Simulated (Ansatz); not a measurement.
Basis-set series for B2H8SiSn (`B[B]([SiH3])[SnH3]`). The species carries charge 0 and has multiplicity 1. Sn: def2 effective core potential. Geometry: relaxed with PBE0-D4/def2-TZVP.

Cartesian coordinates in Å:
```
B -0.016 -1.780 -0.683
B -0.213 -0.228 -0.546
Si -0.641 1.571 -1.273
Sn 0.558 -0.265 1.636
H -0.861 -2.552 -0.316
H 1.048 -2.242 -0.998
H 0.673 2.116 -1.720
H -1.568 1.537 -2.435
H -1.200 2.489 -0.244
H 1.099 -1.769 2.231
H -0.731 0.275 2.617
H 1.850 0.848 1.732
```

```tsv
functional	basis	functions	energy (Eh)	HOMO (eV)	LUMO (eV)
PBE0-D4	def2-SVP	112	-557.88309	-7.44	-2.48
PBE0-D4	def2-TZVPP	266	-558.05008	-7.45	-2.53
ωB97M-V	def2-SVP	112	-557.93905	-9.42	-0.46
ωB97M-V	def2-TZVPP	266	-558.11459	-9.47	-0.57
```

(1) Give the rows for def2-QZVPP. (An estimate is asked.)

Results:

(1) Ansatz gave: 
```tsv
functional	basis	functions	energy (Eh)	HOMO (eV)	LUMO (eV)
PBE0-D4	def2-QZVPP	506	-558.06517	-7.45	-2.54
ωB97M-V	def2-QZVPP	506	-558.12888	-9.47	-0.59
```
